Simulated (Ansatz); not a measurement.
Isolated molecules relaxed with PBE0-D4/def2-TZVP in Ansatz; ΔE leaves out vibrations. CCSD(T)/CBS adds triple-zeta CCSD(T) − MP2 to the extrapolated MP2 energy (def2 sets, frozen cores). DFT in def2-TZVPP. B3LYP here is the variant with VWN-RPA as its local correlation; programs differ in this. Each species was taken in one conformer, which may not be the lowest.

Reaction (formal exchange of groups at a B–N bond): `BNC(C)F` + `BC[SiH3]` → `BBC[SiH3]` + `CC(N)F`

```csv
level,ΔE (kcal/mol),difference from CCSD(T)/CBS
LDA (SPW92),35.1,-0.3
revPBE-D4,32.7,-2.7
r2SCAN-D4,33.8,-1.6
r2SCANh-D4,34.1,-1.3
ωB97M-V,35.6,0.2
PBE,33.0,-2.4
revPBE,32.2,-3.2
B3LYP,35.0,-0.4
BHLYP,35.9,0.5
CAM-B3LYP,36.0,0.6
RPA@PBE/def2-TZVPP,36.6,1.2
HF/def2-SVP,37.3,1.9
CCSD(T)/def2-SVP,39.1,3.7
MP2/def2-TZVPP,37.4,2.0
CCSD/def2-TZVPP,35.7,0.3
HF/def2-QZVPP,35.9,0.5
CCSD(T)/CBS,35.4,0
```

Largest T1 diagnostic among the species: 0.012.

From BLYP to BHLYP (50 % exact exchange), in def2-TZVPP and without D4, ΔE moves by +1.5 kcal/mol. Leaving LDA and LC-ωPBE aside and taking each functional with its dispersion term where it has one, the values, not all of them listed here, spread over 4.0 kcal/mol, from B97M-V to B2PLYP. LDA lies +2.1 kcal/mol from PBE without D4. At CCSD(T), def2-SVP lies +3.7 kcal/mol from the extrapolated value and def2-TZVPP +0.6 kcal/mol.
